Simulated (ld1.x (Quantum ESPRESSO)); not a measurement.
**Transferability test, ultrasoft potential for calcium**

```
Element                 : calcium
Generator               : ld1.x (Quantum ESPRESSO) 7.5
Type                    : ultrasoft
Functional              : PBE
Relativity              : scalar-relativistic
Frozen core             : [Ne]
Valence charge          : 10
Reference configuration : 3s2 3p6 3d0 4s1.75 4p0.25
Partial waves           : 3s (bound): rcut 1.50, rcutus 1.65 bohr; 4s (bound): rcut 1.50, rcutus 1.65 bohr; 3p (bound): rcut 1.75, rcutus 2.00 bohr; 4p (bound): rcut 1.75, rcutus 2.00 bohr; 3d (bound, empty): rcut 1.35, rcutus 1.80 bohr; 3d channel at 1.85 Ry: rcut 1.35, rcutus 1.80 bohr
Local potential         : all-electron potential smoothed inside 1.65 bohr (lloc = -2)
Core correction         : a·sin(br)/r model core inside 0.75 bohr
Augmentation charge     : PSQ, inside the norm-conserving radii
```

Energies are relative to the spin-unpolarised reference configuration 3s2 3p6 3d0 4s1.75 4p0.25; without spin polarisation the order of configurations can differ from experiment.

| valence configuration | charge | ΔE all-electron (eV) | error AE − PS (meV) |
| --- | --- | --- | --- |
| 3s2 3p6 3d0 4s2 4p0 | 0 | -0.594 | -0.1 |
| 3s2 3p6 3d0 4s0 4p0 | +2 | 17.536 | +3.7 |
| 3s2 3p6 3d0 4s0 4p1 | +1 | 8.763 | -2.5 |
| 3s2 3p6 3d0.5 4s1.5 4p0 | 0 | 0.458 | +1.5 |
| 3s2 3p6 3d0 4s1.5 4p0 | +0.5 | 1.909 | +0.7 |
| 3s2 3p6 3d0 4s0 4p2 | 0 | 4.357 | -4.6 |

Task: What are ΔE and the potential's error for 3s2 3p6 3d0 4s1 4p0?

Result: ΔE = 5.715 eV all-electron; the error (AE − PS) is +1.8 meV.

Levels in the configuration 3s2 3p6 3d0 4s0 4p2:

```
level  all-electron (eV)  pseudo (eV)
   3s            -49.710      -49.772
   3p            -30.587      -30.767
   4p             -2.389       -2.389
```
